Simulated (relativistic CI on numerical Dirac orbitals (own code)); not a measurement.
# Radial parameters of Kr³²⁺

These numbers are calculated, not measured: Dirac-Coulomb-Breit CI, separate exchange-only KLI orbitals for each configuration, model QED, unscaled Slater integrals (own radial code, finite nucleus).

Slater integrals F^k, G^k are unscaled and averaged over j, outside the closed core 1s2; ζ comes from projecting the Hamiltonian with its Breit term on Σ l·s of the shell.

- 2s 2p: G^1(2s,2p) = 689750, ζ(2p) = 340850 cm⁻¹; <r>(2s) = 0.1698, <r^2>(2s) = 0.03377, <r>(2p) = 0.1453, <r^2>(2p) = 0.02546 (bohr units).
- 2p2: F^2(2p,2p) = 657230, ζ(2p) = 338530 cm⁻¹; <r>(2p) = 0.1455, <r^2>(2p) = 0.02555 (bohr units).
- 2p 3s: ζ(2p) = 346880, G^1(2p,3s) = 70493 cm⁻¹; <r>(2p) = 0.1445, <r^2>(2p) = 0.02521, <r>(3s) = 0.3909, <r^2>(3s) = 0.1737 (bohr units).

Averages of the first 10 configurations, taken without configuration mixing, which lowers the lowest level and can move excited configurations by several eV; other configurations of the list can lie among them:

```json
{"Configuration": "2s2", "Parity": "even", "States": "1", "Average energy above the lowest level (eV)": "8.9"}
{"Configuration": "2s 2p", "Parity": "odd", "States": "12", "Average energy above the lowest level (eV)": "119.0"}
{"Configuration": "2p2", "Parity": "even", "States": "15", "Average energy above the lowest level (eV)": "257.3"}
{"Configuration": "2p 3s", "Parity": "odd", "States": "12", "Average energy above the lowest level (eV)": "2364.6"}
{"Configuration": "2p 3p", "Parity": "even", "States": "36", "Average energy above the lowest level (eV)": "2402.0"}
{"Configuration": "2s 3s", "Parity": "even", "States": "4", "Average energy above the lowest level (eV)": "2245.7"}
{"Configuration": "2s 3p", "Parity": "odd", "States": "12", "Average energy above the lowest level (eV)": "2285.2"}
{"Configuration": "2s 3d", "Parity": "even", "States": "20", "Average energy above the lowest level (eV)": "2312.1"}
{"Configuration": "2s 4s", "Parity": "even", "States": "4", "Average energy above the lowest level (eV)": "3012.4"}
{"Configuration": "2s 4p", "Parity": "odd", "States": "12", "Average energy above the lowest level (eV)": "3028.6"}
```
